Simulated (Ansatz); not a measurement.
Start from `C=C(O)[SiH2]O` and change one atom or group to get `C=[C](O)[GaH2]`.

Ansatz, PBE0-D4/def2-TZVP geometries, multiplicity 1. Each molecule was computed in one conformer, which needn't be the lowest.

Scalar relativity is left out up to krypton.

| property | `C=C(O)[SiH2]O` |
| --- | --- |
| HOMO energy (ωB97M-V/def2-TZVPP) / eV | -9.32 |
| LUMO energy (B3LYP/def2-TZVPP) / eV | -0.43 |
| size of the dipole moment (ωB97M-V/def2-TZVPP) / D | 2.02 |
| HOMO–LUMO gap (ωB97M-V/def2-TZVPP) / eV | 11.01 |
| HOMO energy (B3LYP/def2-TZVPP) / eV | -6.84 |
| size of the dipole moment (PBE/def2-TZVPP) / D | 2.03 |

Question: What does the change do to each property? (An estimate is asked.)

Answer: The calculation gave: 
```
                                          property  `C=[C](O)[GaH2]`  shift
             HOMO energy (ωB97M-V/def2-TZVPP) / eV             -9.08   0.24
               LUMO energy (B3LYP/def2-TZVPP) / eV             -2.14  -1.71
size of the dipole moment (ωB97M-V/def2-TZVPP) / D              1.19  -0.83
           HOMO–LUMO gap (ωB97M-V/def2-TZVPP) / eV              8.94  -2.07
               HOMO energy (B3LYP/def2-TZVPP) / eV             -6.67   0.17
    size of the dipole moment (PBE/def2-TZVPP) / D              0.94  -1.09
```

With PBE0 the HOMO rises by 0.18 eV and the LUMO falls by 1.67 eV, so the gap narrows by about 1.85 eV. PBE moves the HOMO by 0.11 eV and ωB97M-V by 0.24 eV. The zero-point energy changes by -48.7 kJ/mol with -6 modes. Dipoles are sizes alone; their direction can turn.

B3LYP here is the variant with VWN-RPA as its local correlation; programs differ in this.
